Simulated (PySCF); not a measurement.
Cartesian coordinates (Å):
```xyz
5

Ti     0.0000     0.0000     0.0000
H     -0.4369    -1.4472     0.7817
H      1.6940     0.1630     0.0134
H     -0.5539    -0.0347    -1.6088
H     -0.7032     1.3189     0.8137
```
Charge 0, multiplicity 1.

Predict the LUMO, charge on the central atom (meta-Löwdin), dipole moment, charge on the central atom (Mulliken) and HOMO–LUMO gap from PySCF with TPSSh-D3(BJ)/def2-TZVP // PBE-D3(BJ)/def2-SVP.


```
Item                                        Result
----------------------------------------  --------
LUMO                                      -3.60 eV
charge on the central atom (meta-Löwdin)    1.04 e
dipole moment                               0.00 D
charge on the central atom (Mulliken)       0.63 e
HOMO–LUMO gap                              4.63 eV
```
